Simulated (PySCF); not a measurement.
(trifluorovinyl)benzene, C8H5F3.
Atom-mapped SMILES: `[F:1][C:2]([F:3])=[C:4]([F:5])[c:6]1[cH:7][cH:8][cH:9][cH:10][cH:11]1` (hydrogens: H12 on C7; H13 on C8; H14 on C9; H15 on C10; H16 on C11)

Geometry (PBE0-D3(BJ)/def2-SVP, Å), atoms numbered from 1 in this order:
```xyz
16
C8H5F3 angstrom
F      4.0362   -0.4493   -0.5218
C      2.8087   -0.0056   -0.5665
F      2.7107    1.0801   -1.2941
C      1.7820   -0.5980    0.0601
F      2.0933   -1.6994    0.7557
C      0.3726   -0.2111    0.0810
C     -0.5181   -1.0189    0.8058
C     -1.8731   -0.7071    0.8552
C     -2.3651    0.4112    0.1861
C     -1.4852    1.2193   -0.5334
C     -0.1293    0.9181   -0.5892
H     -0.1378   -1.8961    1.3300
H     -2.5512   -1.3482    1.4233
H     -3.4295    0.6534    0.2237
H     -1.8581    2.1001   -1.0614
H      0.5386    1.5650   -1.1565
```

Linear response at wB97X-D/def2-SVPD (PySCF, frozen core in the response, non-relativistic).

Static isotropic polarisability: 97.92 au (14.51 Å³), principal values 55.3, 98.4, 140.1 au.

What is the polarisability at 1064 nm and at the sodium D line?

99.40 au at 1064 nm (+1.5 %), 103.14 au at 589.3 nm (+5.3 %). The rise at 589.3 nm is 3.53 times that at 1064 nm; a pure ω² law gives 3.26. The lowest singlet lies at 243 nm, shorter than both wavelengths.

What is the isotropic C6 coefficient between two such molecules, C6 = (3/π)∫α(iω)² dω?

3597 au (Eh·bohr⁶) by a ten-point quadrature over imaginary frequencies, which is 2150 eV·Å⁶ or 207 J·nm⁶/mol.

Which effective excitation energy ω̄ makes London's formula C6 = (3/4)α²ω̄ exact here?

ω̄ = 4·C6/(3α²) = 0.500 Eh = 13.6 eV. A one-pole form α(ω) = α/(1 − ω²/ω̄²) fitted to the 1064 nm value gives 9.6 eV.

How many electrons N does the Slater–Kirkwood formula C6 = (3/4)·√N·α^(3/2) need to give this C6?

N = (4·C6/3)²/α³ = 24.5; the species has 80 electrons in all.

What molar refraction at the D line follows from R = (4π/3)·N_A·α′, with α′ the polarisability volume?

α′ = 15.28 Å³ gives R = 38.55 cm³/mol, for isolated, non-vibrating species.

The lowest 6 singlets have (eV, f): 5.11, 0.022; 5.28, 0.407; 6.35, 0.247; 6.54, 0.003; 6.63, 0.413; 7.01, 0.000. What share of the static polarisability do they carry in the sum over states α = Σ f/ω²?

22.99 au, 23.5 % of α; the largest term, 10.80 au, is that of the state at 5.28 eV. Their oscillator strengths add up to 1.09. Higher states carry the rest.

What three-body coefficient follows from the one-pole estimate C9 = (3/4)·α·C6?

264000 au. This is an estimate from the two numbers above, not a computed integral.

What n − 1 at the D line would an ideal gas of it have at 273.15 K and 1 atm (2.6868 × 10¹⁹ cm⁻³), by n − 1 = 2π·N·α′?

25.80 × 10⁻⁴, a formal value whether or not that pressure can be reached.

How anisotropic is the static polarisability, by Δα² = ½[(α1 − α2)² + (α2 − α3)² + (α3 − α1)²]?

Δα = 73.4 au, or 0.75 of the isotropic value.

On an x86-64 server with one thread (shared host), this took 3.9 min wall, 2.6 min CPU. This is the whole response run at wB97X-D/def2-SVPD, SCF included.

One conformer stands for the species.

The pairwise dispersion term of wB97X-D wasn't added to the energies; at a given geometry it leaves orbitals and properties as they are.
